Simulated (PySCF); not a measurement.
C₆ coefficients of unlike pairs at PBE

Calculated with PySCF 2.14 from the dipole response of each species, C₆(A,B) = (3/π) ∫ α_A(iu) α_B(iu) du, in atomic units, from isotropic polarisabilities. For ions this is the dispersion term alone; charge-induced terms of lower order in 1/R come first.

```json
{"species": "Cr⁺", "configuration": "[Ar] 3d5 (6S)", "basis": "aug-cc-pwCVTZ-DK with one added diffuse shell each of s, p, d, f, g type (11s10p8d5f4g)", "relativity": "spin-free X2C", "α (bohr³)": "14.91", "C₆ (like pair)": "56.45"}
{"species": "Al²⁺", "configuration": "[Ne] 3s1 (2S)", "basis": "aug-cc-pVTZ-DK (6s5p3d2f)", "relativity": "spin-free X2C", "α (bohr³)": "13.39", "C₆ (like pair)": "35.17"}
{"species": "O⁺", "configuration": "[He] 2s2 2p3 (4S)", "basis": "x2c-QZVPPall with one added diffuse shell each of s, p, d, f type (8s5p4d3f1g)", "relativity": "spin-free X2C", "α (bohr³)": "2.681", "C₆ (like pair)": "5.281"}
```

(1) Estimate C₆ for O⁺ with Cr⁺.

No spin-orbit coupling is included.

The other pairs:

```csv
pair,C₆
"Al²⁺, Cr⁺",42.77
"O⁺, Al²⁺",11.14
```

Answers

(1) The integral gives 16.28. The combination rule 2 C_A C_B / (C_A α_B/α_A + C_B α_A/α_B) gives 15.08 and the geometric mean 17.27.
